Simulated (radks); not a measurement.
Values are calculated unless marked as measured or tabulated.
Question: Er4+, 64 electrons, occupied as [Xe] 4f10 (the NIST ground configuration). Level of theory: Dirac Kohn-Sham, RPBE, spin-unpolarised, spherical densities, finite nucleus; open shells fill j = l - 1/2 first; Fermi nuclear charge, rms radius 5.2516 fm (a radial shooting solver on a logarithmic mesh with Libxc functionals). Some entries of the table are withheld. Estimate them.

| orbital | occ. | eigenvalue (hartree) | <r> (bohr) | r(max) (bohr) |
|---|---|---|---|---|
| 1s1/2 | 2 | -2107.570 | 0.02037 | 0.01286 |
| 2s1/2 | 2 | -355.5612 | 0.08590 | 0.07341 |
| 2p1/2 | 2 | -338.7602 | 0.07148 | 0.05513 |
| 2p3/2 | 4 | -305.0739 | 0.07875 | 0.06135 |
| 3s1/2 | 2 | -81.28629 | 0.2249 | 0.2074 |
| 3p1/2 | 2 | -73.91158 | 0.2146 | 0.1950 |
| 3p3/2 | 4 | -66.83748 | 0.2283 | 0.2080 |
| 3d3/2 | 4 | (1) | (2) | 0.1643 |
| 3d5/2 | 6 | (3) | (4) | 0.1679 |
| 4s1/2 | 2 | -17.67243 | 0.5070 | 0.4740 |
| 4p1/2 | 2 | -14.72108 | 0.5158 | (5) |
| 4p3/2 | 4 | -13.11948 | 0.5467 | (6) |
| 4d3/2 | 4 | -8.25716 | 0.5734 | 0.5058 |
| 4d5/2 | 6 | -7.96404 | 0.5842 | 0.5146 |
| 5s1/2 | 2 | (7) | 1.204 | 1.092 |
| 5p1/2 | 2 | -2.79000 | 1.324 | 1.178 |
| 5p3/2 | 4 | -2.55420 | 1.408 | 1.252 |
| 4f5/2 | 6 | -2.08061 | 0.7232 | 0.4989 |
| 4f7/2 | 4 | -2.03548 | 0.7330 | 0.5038 |

Answer: 
(1) 3d3/2 eigenvalue (hartree): -54.22359
(2) 3d3/2 <r> (bohr): 0.2013
(3) 3d5/2 eigenvalue (hartree): -52.67813
(4) 3d5/2 <r> (bohr): 0.2055
(5) 4p1/2 r(max) (bohr): 0.4761
(6) 4p3/2 r(max) (bohr): 0.5036
(7) 5s1/2 eigenvalue (hartree): -3.64071
